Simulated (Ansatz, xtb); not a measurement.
Stretching the Zn1–I3 bond in FIZn (SMILES [F][Zn][I]) (multiplicity 1 held, fragments rigid). Energies count from the point at 2.411 Å.
Geometry at that point (charge 0, multiplicity 1):
```csv
atom,x (Å),y (Å),z (Å)
Zn,0.0000,0.0000,-1.2169
F,0.0000,0.0000,-2.9743
I,0.0000,0.0000,1.1939
```

Restricted levels (R-, RO-) in cc, def2 and unpolarised 6-31G sets keep to the state of the molecule at rest. U- levels take the lowest unrestricted solution at each point, which mixes spins at long bonds. Active spaces are followed from a long bond inwards. Left out are points that failed, MP2 points that dive below the minimum, coupled-cluster points behind a jump of the amplitudes or a sharp parting from full CI or MRCI, small-basis points behind a change of solution, and semi-empirical points at long bonds. Levels need not reach the same state.

Correlated levels freeze the cores. Filled d and f shells under p-block atoms count as core.

Codes used: Ansatz (Gaussian basis) for Hartree–Fock, density functionals and correlated methods; xtb for the GFN methods.  In def2 rows elements past Kr take small-core potentials, without spin–orbit coupling. The GFN methods have no spin term and hold the electronic entropy of 300 K.

Energies in kcal/mol.

```json
[
 {"R (Å)": "1.929", "GFN2-xTB": "108.2", "U-MP2/def2-SVP": "68.2", "R-SCS-MP2/def2-SVP": "?", "SC-NEVPT2 on CASSCF(6,4)/def2-SVP": "67.9", "FIC-MRCISD+Q on CASSCF(6,4)/def2-SVP": "70.4"},
 {"R (Å)": "2.170", "GFN2-xTB": "13.8", "U-MP2/def2-SVP": "12.5", "R-SCS-MP2/def2-SVP": "13.1", "SC-NEVPT2 on CASSCF(6,4)/def2-SVP": "12.8", "FIC-MRCISD+Q on CASSCF(6,4)/def2-SVP": "13.5"},
 {"R (Å)": "2.411", "GFN2-xTB": "0.0", "U-MP2/def2-SVP": "0.0", "R-SCS-MP2/def2-SVP": "0.0", "SC-NEVPT2 on CASSCF(6,4)/def2-SVP": "0.0", "FIC-MRCISD+Q on CASSCF(6,4)/def2-SVP": "0.0"},
 {"R (Å)": "2.652", "GFN2-xTB": "4.1", "U-MP2/def2-SVP": "5.2", "R-SCS-MP2/def2-SVP": "4.6", "SC-NEVPT2 on CASSCF(6,4)/def2-SVP": "4.6", "FIC-MRCISD+Q on CASSCF(6,4)/def2-SVP": "4.2"},
 {"R (Å)": "2.893", "GFN2-xTB": "12.3", "U-MP2/def2-SVP": "17.0", "R-SCS-MP2/def2-SVP": "?", "SC-NEVPT2 on CASSCF(6,4)/def2-SVP": "15.7", "FIC-MRCISD+Q on CASSCF(6,4)/def2-SVP": "15.0"},
 {"R (Å)": "3.255", "GFN2-xTB": "25.9", "U-MP2/def2-SVP": "39.0", "R-SCS-MP2/def2-SVP": "36.2", "SC-NEVPT2 on CASSCF(6,4)/def2-SVP": "32.4", "FIC-MRCISD+Q on CASSCF(6,4)/def2-SVP": "33.9"},
 {"R (Å)": "3.616", "GFN2-xTB": "38.4", "U-MP2/def2-SVP": "61.1", "R-SCS-MP2/def2-SVP": "?", "SC-NEVPT2 on CASSCF(6,4)/def2-SVP": "49.6", "FIC-MRCISD+Q on CASSCF(6,4)/def2-SVP": "50.7"},
 {"R (Å)": "4.219", "GFN2-xTB": "53.9", "U-MP2/def2-SVP": "74.0", "R-SCS-MP2/def2-SVP": "78.7", "SC-NEVPT2 on CASSCF(6,4)/def2-SVP": "68.1", "FIC-MRCISD+Q on CASSCF(6,4)/def2-SVP": "68.2"},
 {"R (Å)": "4.822", "GFN2-xTB": "61.0", "U-MP2/def2-SVP": "77.0", "R-SCS-MP2/def2-SVP": "92.2", "SC-NEVPT2 on CASSCF(6,4)/def2-SVP": "74.2", "FIC-MRCISD+Q on CASSCF(6,4)/def2-SVP": "74.2"},
 {"R (Å)": "5.545", "GFN2-xTB": "64.0", "U-MP2/def2-SVP": "77.5", "R-SCS-MP2/def2-SVP": "97.1", "SC-NEVPT2 on CASSCF(6,4)/def2-SVP": "76.8", "FIC-MRCISD+Q on CASSCF(6,4)/def2-SVP": "75.2"},
 {"R (Å)": "6.509", "GFN2-xTB": "left out", "U-MP2/def2-SVP": "77.6", "R-SCS-MP2/def2-SVP": "91.6", "SC-NEVPT2 on CASSCF(6,4)/def2-SVP": "76.6", "FIC-MRCISD+Q on CASSCF(6,4)/def2-SVP": "75.3"},
 {"R (Å)": "7.715", "GFN2-xTB": "65.1", "U-MP2/def2-SVP": "77.6", "R-SCS-MP2/def2-SVP": "77.3", "SC-NEVPT2 on CASSCF(6,4)/def2-SVP": "76.4", "FIC-MRCISD+Q on CASSCF(6,4)/def2-SVP": "75.3"}
]
```

Problem. What belongs in the gaps?

Solution. 
- 2.893, R-SCS-MP2/def2-SVP: 16.1
- 3.616, R-SCS-MP2/def2-SVP: 55.0
- 1.929, R-SCS-MP2/def2-SVP: 69.5

Doubts at one or more of the structures used: a spin-contaminated determinant (U-MP2/def2-SVP); a restricted determinant that unrestricted orbitals would lower (R-SCS-MP2/def2-SVP); active orbitals that take no part (SC-NEVPT2 on CASSCF(6,4)/def2-SVP, FIC-MRCISD+Q on CASSCF(6,4)/def2-SVP).

Ansatz is a program for electronic structure.
